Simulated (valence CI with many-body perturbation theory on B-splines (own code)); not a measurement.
## E1 transitions of Cs V

Computed by configuration interaction combined with many-body perturbation theory (CI+MBPT): five valence electrons over a frozen Dirac-Fock core [Kr] 4d10, a basis of 11 s, 11 p, 10 d, 8 f, 5 g, 2 h functions for each j, with the one-electron correlation potential Σ1 (screened to all orders), the two-electron term Σ2, the three-electron term Σ3, Breit, model QED; selected single and double excitations, second order for the rest, scaled by the run's own slope (own B-spline code, finite nucleus).

Set against measurement, 41 paired levels are off by 280 cm⁻¹ on average, the worst by 650. These come from a selection out of Sansonetti, J. Phys. Chem. Ref. Data 38, 761 (2009). Levels without a partner in it may be off by more, other configurations by several thousand cm⁻¹. Among the levels kept, up to 2600 cm⁻¹ of a level comes from second order outside the variational space, and about a tenth of that is noise between levels of different J, which matters for small intervals. 3 measured levels below the end of the list, from 170737 cm⁻¹ on, found no clear computed partner, and computed levels of the same name lie up to 16699 cm⁻¹ from them.

Lines 251 to 300 of 599 in falling wavelength, among levels below 313110 cm⁻¹, chosen from the strongest by gf and those to the six lowest levels. Wavelengths and rates use the calculated energies, so an error of 300 cm⁻¹ moves a line at 101.6 nm by 0.3 % and its rate by three times that or more. Electric multipoles are in the length gauge, E1 and E2 with the static RPA response of the core. Weak lines are less certain than strong ones. Lines between different terms over intervals too small for the method are left out, as are lines whose strength nearly cancels. Where a level lies close to another of its J and parity, the split of strength between their lines is uncertain. The highest levels of a list are the least certain.

Names give the largest LS component (configuration and term), which can be under half, so a name can repeat, a term be missing and a line seem to break the LS rules; names also repeat where a configuration has a term twice. Letters in brackets count levels of one name in rising energy.

```
λ vac (nm)  λ from measured levels                 Upper                 Lower   A (s⁻¹)  S (a.u.) with core polarisation  S without
     102.4                                   5p⁵ ²P°_1/2          5s5p⁴ ²S_1/2  2.49e+08                         2.64e-01   3.48e-01
     102.0                            4f5s5p³ ⁴F_9/2 [b]  4f5s²5p² ²F°_7/2 [a]  7.38e+07                         3.86e-01   5.17e-01
     101.6                   101.2          5s5p⁴ ⁴P_5/2        5s²5p³ ²D°_3/2  4.14e+07                         1.29e-01   1.80e-01
     100.9                          5s²5p²6p ²D°_5/2 [c]       5s²5p²5d ⁴D_5/2  1.17e+08                         3.57e-01   3.45e-01
     99.53                           5s5p³5d ⁴F°_9/2 [a]       5s²5p²5d ⁴D_7/2  8.48e+07                         4.13e-01   5.73e-01
     99.45                              5s5p³5d ⁴G°_11/2       5s²5p²5d ²G_9/2  1.10e+08                         6.40e-01   8.60e-01
     99.34                          5s²5p²5f ⁴D°_7/2 [a]   5s²5p²5d ²D_5/2 [a]  1.97e+08                         7.64e-01   7.97e-01
     99.09                           5s5p³5d ⁴F°_7/2 [b]   5s²5p²5d ²F_5/2 [b]  8.09e+07                         3.11e-01   2.84e-01
     98.24                   97.98          5s5p⁴ ²D_5/2        5s²5p³ ²P°_3/2  1.04e+08                         2.91e-01   4.16e-01
     97.68                   97.26          5s5p⁴ ⁴P_3/2        5s²5p³ ²D°_5/2  2.05e+07                         3.77e-02   4.99e-02
     96.89                          5s²5p²5f ⁴D°_7/2 [b]   5s²5p²5d ²F_5/2 [b]  9.99e+07                         3.59e-01   3.60e-01
     96.09                                4f5s5p³ ²H_9/2  4f5s²5p² ²G°_7/2 [b]  1.36e+08                         5.96e-01   7.71e-01
     94.41                           5s5p³5d ⁴F°_7/2 [a]       5s²5p²5d ⁴D_5/2  1.05e+08                         3.48e-01   4.79e-01
     93.84                          5s²5p²6p ²P°_3/2 [a]   5s²5p²5d ²P_3/2 [a]  1.36e+08                         2.22e-01   2.44e-01
     93.54                            4f5s5p³ ⁴F_7/2 [a]      4f5s²5p² ⁴G°_7/2  1.02e+08                         3.31e-01   4.26e-01
     93.35                               4f5s5p³ ²H_11/2  4f5s²5p² ²G°_9/2 [b]  6.23e+07                         3.00e-01   3.96e-01
     93.32                           5s5p³5d ⁴F°_5/2 [a]       5s²5p²5d ⁴D_3/2  1.11e+08                         2.67e-01   3.65e-01
     92.84                   92.59          5s5p⁴ ²D_3/2        5s²5p³ ²P°_1/2  2.19e+07                         3.46e-02   5.06e-02
     92.43                           5s5p³5d ⁴F°_7/2 [b]   5s²5p²5d ²D_5/2 [a]  7.70e+07                         2.40e-01   2.17e-01
     92.36                               4f5s5p³ ⁴H_11/2     4f5s²5p² ⁴G°_11/2  1.48e+08                         6.91e-01   9.04e-01
     90.96                                4f5s5p³ ⁴G_7/2  4f5s²5p² ²G°_7/2 [a]  1.54e+08                         4.57e-01   6.03e-01
     90.81                            4f5s5p³ ⁴F_5/2 [a]      4f5s²5p² ⁴G°_5/2  1.39e+08                         3.09e-01   3.97e-01
     90.71                                4f5s5p³ ⁴G_9/2      4f5s²5p² ⁴G°_9/2  3.08e+08                         1.13e+00   1.49e+00
     90.51                          5s²5p²5f ⁴D°_7/2 [b]   5s²5p²5d ²D_5/2 [a]  1.08e+08                         3.16e-01   3.46e-01
     90.18                                4f5s5p³ ⁴D_7/2      4f5s²5p² ⁴D°_7/2  1.19e+08                         3.44e-01   4.62e-01
     89.80                               4f5s5p³ ⁴G_11/2     4f5s²5p² ⁴G°_11/2  1.92e+08                         8.24e-01   1.10e+00
     89.62                            4f5s5p³ ⁴F_5/2 [b]      4f5s²5p² ⁴F°_5/2  1.30e+08                         2.76e-01   3.58e-01
     89.54                              5s²5p²5f ⁴G°_5/2          5s5p⁴ ²P_3/2  1.55e+08                         3.30e-01   3.03e-01
     89.19                            4f5s5p³ ⁴F_5/2 [b]      4f5s²5p² ⁴D°_3/2  1.07e+08                         2.24e-01   2.99e-01
     89.12                               4f5s5p³ ⁴H_13/2     4f5s²5p² ⁴G°_11/2  1.05e+08                         5.13e-01   7.90e-01
     89.08                           5s5p³5d ⁴F°_9/2 [a]       5s²5p²5d ⁴F_9/2  6.93e+07                         2.42e-01   3.61e-01
     88.83                   88.73   5s²5p²5d ²P_3/2 [a]        5s²5p³ ²P°_3/2  3.99e+07                         5.52e-02   8.06e-02
     88.76                          5s²5p²5f ⁴D°_7/2 [a]       5s²5p²5d ⁴P_5/2  2.60e+08                         7.18e-01   6.63e-01
     88.71                              5s²5p²5f ⁴G°_7/2   5s²5p²5d ²D_5/2 [a]  2.95e+08                         8.12e-01   7.45e-01
     88.48                                4f5s5p³ ⁴H_9/2      4f5s²5p² ⁴G°_9/2  6.48e+07                         2.22e-01   3.05e-01
     88.47                               4f5s5p³ ⁴H_11/2      4f5s²5p² ⁴G°_9/2  1.37e+08                         5.61e-01   8.17e-01
     88.36                            4f5s5p³ ⁴F_3/2 [b]      4f5s²5p² ⁴F°_3/2  2.39e+08                         3.25e-01   4.35e-01
     88.04                   87.80          5s5p⁴ ⁴P_5/2        5s²5p³ ⁴S°_3/2  2.69e+08                         5.44e-01   7.64e-01
     87.58                           5s5p³5d ⁴F°_7/2 [a]       5s²5p²5d ⁴F_7/2  9.26e+07                         2.46e-01   3.50e-01
     87.51                           5s5p³5d ⁴P°_5/2 [b]       5s²5p²5d ⁴P_3/2  1.07e+08                         2.12e-01   2.90e-01
     86.93                           5s5p³5d ⁴D°_7/2 [b]       5s²5p²5d ⁴P_5/2  2.01e+08                         5.21e-01   6.24e-01
     86.68                            4f5s5p³ ⁴F_9/2 [b]  4f5s²5p² ²G°_9/2 [a]  1.08e+08                         3.48e-01   4.56e-01
     86.66                                4f5s5p³ ²F_7/2      4f5s²5p² ⁴D°_5/2  8.06e+07                         2.07e-01   2.84e-01
     86.57                   86.48       5s²5p²5d ⁴F_3/2        5s²5p³ ²P°_3/2  1.90e+07                         2.44e-02   3.51e-02
     86.34                                   5p⁵ ²P°_3/2          5s5p⁴ ²D_5/2  6.45e+08                         8.19e-01   1.08e+00
     85.65                                4f5s5p³ ⁴G_7/2      4f5s²5p² ⁴G°_7/2  1.78e+08                         4.42e-01   5.81e-01
     85.35                                4f5s5p³ ⁴D_1/2      4f5s²5p² ⁴F°_3/2  4.80e+08                         2.95e-01   3.66e-01
     85.27                               5s5p³5d ²F°_7/2       5s²5p²5d ²G_9/2  1.03e+08                         2.52e-01   3.00e-01
     85.11                               4f5s5p³ ²H_11/2     4f5s²5p² ⁴G°_11/2  6.13e+07                         2.24e-01   3.03e-01
     84.94                                4f5s5p³ ⁴G_5/2      4f5s²5p² ⁴G°_5/2  4.19e+08                         7.60e-01   1.00e+00
```
